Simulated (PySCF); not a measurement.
# Lead: a sound run and one with changed settings

Sound run: Pb [Xe] 4f14 5d10 6s2 6p2, Pb⁺ [Xe] 4f14 5d10 6s2 6p1. All numbers are calculated (PySCF 2.14, scalar relativity through the core potential, in def2-TZVP with the def2 core potential (60 electrons) (6s5p3d2f, 50 functions)). The sound run starts from symmetry-adapted Hartree-Fock orbitals and uses a fine grid where one is needed.

Changed run: 26 angular points. This setting is unsound on purpose.

```tsv
species	method	sound run (hartree)	changed run (hartree)	converged
Pb	UHF	-191.83552	-191.83552	yes
Pb	LDA	-192.56850	-192.56863	yes
Pb	M06-2X	-192.71886	-192.71714	yes
Pb⁺	UHF	-191.59413	-191.59413	yes
Pb⁺	LDA	-192.30526	-192.30543	yes
Pb⁺	M06-2X	-192.46364	-192.46176	yes
```

Ionisation energy of Pb:

```csv
method,sound run (eV),changed run (eV)
UHF,6.569,6.569
LDA,7.163,7.162
M06-2X,6.945,6.949
```

A coarse angular grid integrates products of high-l functions wrongly, so density functionals can shift, and the SCF can exploit the error; Hartree-Fock and MP2 need no grid.

For comparison, NIST gives 7.417 eV between the lowest levels.
